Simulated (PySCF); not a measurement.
## SbCl4, doublet: structure and spectrum

Method: UPBE0 in PySCF with Sb def2-SVP with ECP28, Cl def2-SVP; scalar-relativistic core potentials, no spin–orbit coupling; density-fitted integrals.

The structure is a saddle point with 1 imaginary mode.

Coordinates in bohr (charge 0 multiplicity 2):
```
Sb    0.0000    0.0000    0.5494
Cl    4.4085    0.0000   -0.4749
Cl    0.0000    4.4085   -0.4749
Cl   -4.4085    0.0000   -0.4749
Cl    0.0000   -4.4085   -0.4749
```

- Point group: C4v
- Bond lengths: Sb–Cl 2.395 Å (×4)
- Bond angles: Cl–Sb–Cl 87.1° (×4), Cl–Sb–Cl 153.8° (×2)
- Rotational constants: 0.04218, 0.04218, 0.02214 cm⁻¹
- Zero-point energy (real modes): 11.8 kJ/mol
- Lowest empty level (β): -5.96 eV
- Atomisation energy without zero-point energy: 937 kJ/mol
- Principal quadrupole moments (Buckingham, traceless) about the centre of mass: -4.25, -4.25, 8.50 D Å
- Principal polarisabilities: 42.4, 99.3, 99.3 bohr³
- Spin squared ⟨S²⟩: 0.755
- Highest occupied level (α): -8.28 eV
- Dipole moment: 1.46 D

Harmonic modes (masses in u: Sb 120.904, Cl 34.969):
```
symmetry  ω (cm⁻¹)  IR (km/mol, summed over degenerate members)  μ (u)
      b1       82i                                            –  34.97
      a1       135                                          7.3  52.83
       e       155                                         15.0  39.68
      b2       176                                          0.0  34.97
      b1       304                                          0.0  34.97
      a1       334                                          4.0  36.54
       e       359                                          181  46.28
```

In C4v the vibrations span 2b1 + 2a1 + 2e + b2. The b1, b2 modes carry no infrared intensity, as symmetry demands.

Charges (e):
| atom | Mulliken | Löwdin | polar tensor | spin (Mulliken) | Mayer order to Sb1 |
| --- | --- | --- | --- | --- | --- |
| Sb1 | 0.95 | 0.40 | 1.86 | 0.36 | – |
| Cl2,3,4,5 | -0.24 | -0.10 | -0.47 | 0.16 | 0.93 |

Mulliken populations on Sb1 (electrons outside its core potential): s 3.65, p 7.98, d 10.42.

Only a few start shapes were tried, so a lower isomer may exist. At this level a doublet minimum of C2v symmetry lies 85 kJ/mol below this structure. No spin–orbit coupling is included, which matters more the heavier the element.

The final relaxation and frequency run took roughly 2.4 core-minutes on a shared host.
